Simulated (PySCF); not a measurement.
**Re⁶¹⁺: ionisation energy**

Re⁶¹⁺ [Ne] 3s2 3p2 (3P) → Re⁶²⁺ [Ne] 3s2 3p1 (2P), as a difference of total energies. All numbers are calculated (PySCF 2.14, scalar relativity by spin-free X2C-1e, in an uncontracted even-tempered set (17 s from 17 bohr⁻², ratio 2.5; 12 p from 22 bohr⁻², ratio 2.5; 4 d from 84 bohr⁻², ratio 2.7; 4 f from 130 bohr⁻², ratio 2.7)). Correlated levels: outer shells: 1s2 frozen; virtual orbitals above 40 to 60 times the deepest correlated orbital energy dropped. The calculations carry no spin-orbit coupling.

```
                method  ionisation energy (eV)
                   UHF                  6563.0
    MP2 (outer shells)                  6563.7
SCS-MP2 (outer shells)                  6563.5
   CCSD (outer shells)                  6563.7
CCSD(T) (outer shells)                  6563.7
```

Spin-orbit coupling is strong in these open shells (close to jj coupling). The scalar numbers leave it out and a first-order estimate fails, so it can dominate the gap to the real levels.

Breit and QED terms and the two-electron picture change are absent.

For comparison: 6810 ± 12 eV (theoretical estimate listed by NIST; NIST Atomic Spectra Database, ionization energies).
